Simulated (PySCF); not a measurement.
F2GaHSe. Atoms are numbered in the order given.

```xyz
5

Ga     0.0023    -0.7597     0.0000
F      1.4585    -1.7247     0.0000
F     -1.4899    -1.6714     0.0000
Se     0.0483     1.5452     0.0000
H     -1.4290     1.5783     0.0000
```

Coordinates come from a B3LYP-D3(BJ)/def2-SVP optimisation. One conformer was computed; it need not be the lowest.

The numbers are results of PBE0/pcSseg-1 (PySCF), not measurements.

GIAO shieldings, no solvent; atoms listed in one row are averaged. δ = σ(ref) − σ: ¹⁹F against CFCl3 (σ = 167.2 ppm); ⁷⁷Se against Me2Se (σ = 1740.1 ppm); ¹H against TMS (σ = 31.56 ppm), references at their B3LYP-D3(BJ)/def2-TZVP geometries, non-relativistic.

Task: Estimate the chemical shifts. (Estimate from the structure and the level; the computed values follow.)

Result: 
| nucleus | atoms | count | δ (ppm) |
|---|---|---|---|
| ¹⁹F | F3 | 1 | -136.9 |
| ¹⁹F | F2 | 1 | -143.5 |
| ⁷⁷Se | Se4 | 1 | -472.9 |
| ¹H | H5 | 1 | 1.42 |
